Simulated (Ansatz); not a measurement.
Program: Ansatz. Geometries: PBE0-D4/def2-TZVP. ΔE: electronic, gas phase. CCSD(T)/CBS adds triple-zeta CCSD(T) − MP2 to the extrapolated MP2 energy (def2 sets, frozen cores). DFT in def2-TZVPP. B3LYP here is the variant with VWN-RPA as its local correlation; programs differ in this. Elements past krypton have def2 core potentials. For In, Mg outer-core shells are correlated without core-valence functions, which leaves a few kJ/mol of doubt a bond. One conformer a species, not always the lowest.

Reaction (redistribution): `[SH][InH2]` + `C[N](C)[Mg][N](C)C` → `C[N](C)[InH][SH]` + `C[N](C)[MgH]`

| level | ΔE (kJ/mol) | difference from CCSD(T)/CBS |
| --- | --- | --- |
| PBE-D4 | 29.1 | 0.2 |
| r2SCAN-D4 | 34.6 | 5.7 |
| ωB97X-V | 30.4 | 1.5 |
| B2PLYP | 34.3 | 5.4 |
| PBE | 34.2 | 5.3 |
| r2SCAN | 35.7 | 6.8 |
| PBE0 | 36.8 | 7.9 |
| B3LYP | 39.5 | 10.6 |
| HF/def2-TZVPP | 40.9 | 12.0 |
| MP2/def2-TZVPP | 28.9 | 0.0 |
| SCS-MP2/def2-TZVPP | 31.1 | 2.2 |
| CCSD(T)/def2-TZVPP | 29.6 | 0.7 |
| HF/def2-QZVPP | 41.1 | 12.2 |
| SCS-MP2/def2-QZVPP | 31.1 | 2.2 |
| MP2/CBS(def2) | 28.2 | -0.7 |
| CCSD/CBS(def2) | 32.5 | 3.6 |
| CCSD(T)/CBS | 28.9 | 0 |

Largest T1 diagnostic among the species: 0.015.

The D4 term adds −8.5 kJ/mol with B3LYP and −4.6 kJ/mol with PBE0; it sums over pairs of atoms, weighted by their polarisabilities, and B3LYP, whose exchange is more repulsive, gets the larger term. In def2-TZVPP, CCSD(T) changes the Hartree–Fock value by −11.3 kJ/mol (the triples alone add −3.6 kJ/mol) and MP2 by −12.0 kJ/mol.
